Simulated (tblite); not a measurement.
Species: C4H14Si4.
Numbering: `[CH:1]#[C:2][C@H:3]([CH3:4])[SiH2:5][SiH2:6][SiH2:7][SiH3:8]` (hydrogens: H9 on C1; H10 on C3; H11, H12, H13 on C4; H14, H15 on Si5; H16, H17 on Si6; H18, H19 on Si7; H20, H21, H22 on Si8)

Computed with GFN2-xTB (tblite), gas phase: L-BFGS steps from a force-field or distance-geometry start until the largest atomic force falls under 0.01 eV/Å.

Geometry at step 1:
```
atom  x, y, z in Å
C1     -0.6441    2.2263    1.2097
C2     -1.2137    1.3169    0.6732
C3     -1.9265    0.2052    0.0440
C4     -3.2124   -0.1044    0.8250
Si5    -0.8207   -1.3422   -0.1929
Si6     0.7278   -0.9500   -1.8468
Si7     2.2662    0.6206   -1.1764
Si8     3.1667   -0.0737    0.8301
H9     -0.1571    3.0445    1.6817
H10    -2.2371    0.5199   -0.9618
H11    -3.8441    0.7853    0.8919
H12    -2.9955   -0.4353    1.8409
H13    -3.8036   -0.8890    0.3478
H14    -1.6743   -2.4732   -0.6111
H15    -0.1684   -1.7002    1.0772
H16     0.0476   -0.5035   -3.0754
H17     1.4355   -2.2151   -2.1565
H18     1.6297    1.9476   -1.0408
H19     3.3292    0.7471   -2.1946
H20     4.2297    0.8483    1.2767
H21     3.7393   -1.4295    0.6854
H22     2.1153   -0.1260    1.8718
```

**Question.** Give the atomic forces at this geometry.

**Answer.** 
```csv
atom,Fx (eV/Å),Fy (eV/Å),Fz (eV/Å)
C1,0.098,0.161,0.106
C2,-0.183,-0.392,-0.228
C3,-0.179,0.262,0.247
C4,-0.122,0.060,0.143
Si5,0.147,-0.304,-0.073
Si6,0.022,0.027,-0.145
Si7,0.160,0.100,0.005
Si8,0.052,0.119,0.114
H9,-0.216,-0.410,-0.229
H10,0.088,0.139,0.043
H11,0.083,-0.041,0.012
H12,0.095,0.056,-0.054
H13,0.201,0.070,-0.082
H14,-0.103,0.128,0.231
H15,-0.181,0.018,-0.001
H16,0.044,-0.187,-0.050
H17,-0.186,0.182,-0.074
H18,0.155,-0.124,-0.106
H19,-0.086,0.151,0.078
H20,-0.125,-0.246,0.075
H21,-0.060,0.241,0.130
H22,0.298,-0.011,-0.142
```

The largest, 0.52 eV/Å, acts on H9; the rms over all components is 0.158 eV/Å. The forces sum to zero within rounding, as they must for an isolated molecule in no field.

**Question.** Give the force on H9 in Eh/bohr and in nN.

**Answer.** 0.517 eV/Å ÷ 51.422 = 0.01005 Eh/bohr, and 0.517 eV/Å × 1.602 = 0.83 nN.

**Question.** How far is this geometry from the end of the optimisation?

**Answer.** 0.161 eV above it, and 0.333 Å rms away after alignment. The bonds farthest from their final lengths, with half the difference of the two atoms' forces along the bond (positive lengthens):

```json
{"bond": "Si6–Si7", "now (Å)": "2.298", "final (Å)": "2.326", "force along bond (eV/Å)": "+0.09"}
{"bond": "C2–C3", "now (Å)": "1.463", "final (Å)": "1.442", "force along bond (eV/Å)": "-0.35"}
{"bond": "Si8–H22", "now (Å)": "1.481", "final (Å)": "1.464", "force along bond (eV/Å)": "-0.18"}
{"bond": "C1–H9", "now (Å)": "1.063", "final (Å)": "1.049", "force along bond (eV/Å)": "-0.37"}
{"bond": "Si5–Si6", "now (Å)": "2.299", "final (Å)": "2.312", "force along bond (eV/Å)": "+0.01"}
{"bond": "Si8–H21", "now (Å)": "1.479", "final (Å)": "1.466", "force along bond (eV/Å)": "-0.08"}
```

The angle farthest from its final value is Si6–Si5–H14, 108.4° against 116.4°.

Of the 6 listed bonds off by 0.010 Å or more, this force points towards the final length in 6.

The cost below is that of the whole relaxation. On an Arm Neoverse V1 with one thread, shared host, this took 1.7 s.
